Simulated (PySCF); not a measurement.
Compound: C₄H₇GeN.
Atom-mapped SMILES: `[N:1]#[C:2][GeH:3]1[CH2:4][CH2:5][CH2:6]1` (hydrogens: H7 on Ge3; H8, H9 on C4; H10, H11 on C5; H12, H13 on C6)

Computed with PySCF at wB97X-D/def2-SVPD, non-relativistic, on one gas-phase PBE0-D3(BJ)/def2-SVP geometry that isn't relaxed in the solvent. The solvent is an IEF-PCM continuum (van der Waals radii × 1.2), and excitations are vertical TDDFT with non-equilibrium linear response and a frozen core. The model holds no explicit solvent molecules, cavitation or dispersion. Spin–orbit coupling is left out although an atom past zinc is present.

Gas-phase singlets (H = HOMO, L = LUMO):

```json
{"state": "S1", "E (eV)": "6.772", "λ (nm)": "183", "f": "0.007", "leading configurations": "H-1→L 77%"}
{"state": "S2", "E (eV)": "7.015", "λ (nm)": "177", "f": "0.116", "leading configurations": "H→L 76%"}
{"state": "S3", "E (eV)": "7.147", "λ (nm)": "173", "f": "0.013", "leading configurations": "H→L+1 53%, H-1→L 10%"}
{"state": "S4", "E (eV)": "7.477", "λ (nm)": "166", "f": "0.000", "leading configurations": "H-3→L 47%, H-2→L 16%"}
{"state": "S5", "E (eV)": "7.647", "λ (nm)": "162", "f": "0.076", "leading configurations": "H-1→L+1 49%, H-4→L 18%"}
```

Question: How does the list change in cyclohexane (ε = 2.017)?

Answer: 
```json
{"state": "S1", "E (eV)": "6.731", "λ (nm)": "184", "f": "0.011", "leading configurations": "H-1→L 83%", "change by rank (eV)": "-0.041"}
{"state": "S2", "E (eV)": "6.925", "λ (nm)": "179", "f": "0.188", "leading configurations": "H→L 84%", "change by rank (eV)": "-0.090"}
{"state": "S3", "E (eV)": "7.101", "λ (nm)": "175", "f": "0.018", "leading configurations": "H→L+1 67%, H-3→L+1 8%", "change by rank (eV)": "-0.046"}
{"state": "S4", "E (eV)": "7.512", "λ (nm)": "165", "f": "0.000", "leading configurations": "H-4→L 61%, H-4→L+5 10%", "change by rank (eV)": "+0.035"}
{"state": "S5", "E (eV)": "7.580", "λ (nm)": "164", "f": "0.108", "leading configurations": "H-1→L+1 65%, H→L 10%", "change by rank (eV)": "-0.067"}
```

Question: How does the list change in dichloromethane (ε = 8.93)?

Answer: 
| state | E (eV) | λ (nm) | f | leading configurations | change by rank (eV) |
| --- | --- | --- | --- | --- | --- |
| S1 | 6.666 | 186 | 0.012 | H-1→L 87% | -0.106 |
| S2 | 6.844 | 181 | 0.193 | H→L 86% | -0.171 |
| S3 | 7.025 | 176 | 0.019 | H→L+1 78% | -0.122 |
| S4 | 7.508 | 165 | 0.127 | H-1→L+1 77%, H→L 8% | +0.031 |
| S5 | 7.563 | 164 | 0.000 | H-4→L 62%, H-4→L+4 9% | -0.084 |

Question: The ground-state energy changes by -0.214 eV from gas to dichloromethane. By how much does the total energy of gas-phase S1 change?

Answer: E(S1) = E(S0) + excitation energy, so it changes by -0.214 − 0.106 = -0.320 eV: it is lowered more than the ground state, which is what a red shift means. This is the vertical state, with the slow part of the continuum still set for S0.

Question: How do the frontier levels move from gas to dichloromethane?

Answer: 
```json
{"orbital": "LUMO+2", "gas (eV)": "1.97", "solvent (eV)": "2.10", "change (eV)": "+0.13", "Löwdin shares, gas": "Ge3 41 %, C2 18 %, N1 11 %, H7 10 %", "Löwdin shares, solvent": "Ge3 46 %, C2 18 %, H7 11 %, N1 6 %"}
{"orbital": "LUMO+1", "gas (eV)": "1.59", "solvent (eV)": "1.65", "change (eV)": "+0.06", "Löwdin shares, gas": "Ge3 30 %, N1 16 %, C2 15 %, H7 12 %", "Löwdin shares, solvent": "N1 29 %, C2 28 %, Ge3 20 %, H7 8 %"}
{"orbital": "LUMO", "gas (eV)": "1.06", "solvent (eV)": "1.14", "change (eV)": "+0.08", "Löwdin shares, gas": "Ge3 29 %, C2 19 %, N1 16 %, C6 9 %", "Löwdin shares, solvent": "Ge3 25 %, C2 24 %, N1 21 %, C6 8 %"}
{"orbital": "HOMO", "gas (eV)": "-10.21", "solvent (eV)": "-9.94", "change (eV)": "+0.27", "Löwdin shares, gas": "C4 25 %, C6 24 %, Ge3 21 %, N1 7 %", "Löwdin shares, solvent": "C4 26 %, C6 25 %, Ge3 22 %, C2 5 %"}
{"orbital": "HOMO-1", "gas (eV)": "-10.37", "solvent (eV)": "-10.08", "change (eV)": "+0.29", "Löwdin shares, gas": "Ge3 18 %, C5 18 %, C6 15 %, C4 14 %", "Löwdin shares, solvent": "Ge3 19 %, C5 19 %, C6 15 %, C4 15 %"}
{"orbital": "HOMO-2", "gas (eV)": "-11.60", "solvent (eV)": "-11.31", "change (eV)": "+0.29", "Löwdin shares, gas": "N1 20 %, C5 14 %, C2 12 %, C4 9 %", "Löwdin shares, solvent": "C5 24 %, H11 14 %, C4 13 %, C6 13 %"}
{"orbital": "HOMO-3", "gas (eV)": "-11.87", "solvent (eV)": "-11.88", "change (eV)": "-0.01", "Löwdin shares, gas": "N1 36 %, C2 31 %, C5 8 %, C4 5 %", "Löwdin shares, solvent": "C5 26 %, C4 20 %, C6 20 %, N1 9 %"}
```

The HOMO–LUMO gap goes from 11.27 to 11.07 eV. Rows go by rank; for HOMO-3, HOMO-2 and LUMO+1 the atom shares or the degeneracy differ between the runs, so the row needn't follow one orbital.

The run took about 50 s of CPU time (one thread, shared machine). This is the whole response run at wB97X-D/def2-SVPD in dichloromethane, SCF included.

wB97X-D is run here without its empirical dispersion term; that term would change no orbital, density or response property at a fixed geometry.
